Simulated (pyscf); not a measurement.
Addition across a multiple bond or ene-type step: O=Os(=O)(=O)=O + silanol (HO–SiH₃) -> O=Os(=O)(=O)(OH)–O–SiH₃

Gas phase, singlet surface, charge 0. Bonds broken: O6–H8. Bonds formed: Os2–O6, O5–H8. PySCF, gas phase, ωB97X-D3(BJ)/def2-SVP geometries.

Transition state (Å):

```xyz
11

O     -0.8809    -1.1578     1.3127
Os    -1.7703    -1.1301    -0.1170
O     -2.3636    -2.6959    -0.2592
O     -3.1451    -0.1806     0.0470
O     -0.9163    -1.1297    -1.7143
O     -0.7102     0.7246    -0.5100
Si     0.0389     1.8092     0.5191
H     -0.5241    -0.0761    -1.5063
H      0.4663     2.9941    -0.2752
H      1.2337     1.1912     1.1643
H     -0.9309     2.2214     1.5719
```

One imaginary mode, 1187i cm⁻¹; descent along it reached the two sides named, in the forms told below.

| bond | change | reactant side (Å) | saddle | product side |
|---|---|---|---|---|
| O6–H8 | breaks | 0.965 | 1.292 | 1.898 |
| Os2–O6 | forms | 2.6 | 2.172 | 1.970 |
| O5–H8 | forms | 2.566 | 1.143 | 0.975 |

Electronic energies relative to the separated reactants (kcal/mol):

```csv
level,barrier,reaction energy,reverse barrier
ωB97X-D3(BJ)/def2-TZVP,24.0,+12.0,12.0
PBE/def2-TZVP,23.1,+13.9,9.3
r²SCAN/def2-TZVP,21.4,+10.3,11.1
B3LYP-D3(BJ)/def2-TZVP,24.0,+12.5,11.5
PBE0-D3(BJ)/def2-TZVP,23.1,+12.2,11.0
M06-2X/def2-TZVP,26.0,+15.1,10.9
ωB97M-D3(BJ)/def2-TZVP,26.8,+15.6,11.2
```

With ωB97M-D3(BJ)/def2-TZVP energies and thermal terms (ideal gas, 1 atm, RRHO with modes under 100 cm⁻¹ raised to 100, one conformer, R ln 2 for chiral ones without a mode under 150 cm⁻¹), in kcal/mol:

| T (K) | ΔH‡ | ΔG‡ | ΔH | ΔG |
|---|---|---|---|---|
| 298 | 25.4 | 36.4 | +17.4 | +28.8 |
| 600 | 25.7 | 47.4 | +18.3 | +40.0 |
| 900 | 26.3 | 58.2 | +19.3 | +50.7 |
| 1200 | 27.1 | 68.7 | +20.5 | +61.0 |

On the reactant side the descent ends in a complex, 6.1 kcal/mol under the separated species and 30.1 kcal/mol under the saddle at ωB97X-D3(BJ)/def2-TZVP. On the product side the descent ends in a point that may be a rotor saddle (no frequency run), 1.5 kcal/mol over the lowest minimum found and 10.5 kcal/mol under the saddle at ωB97X-D3(BJ)/def2-TZVP. One saddle was located; it need not be the lowest between these sides. Elements past Kr carry the def2 core potentials, without spin-orbit coupling.
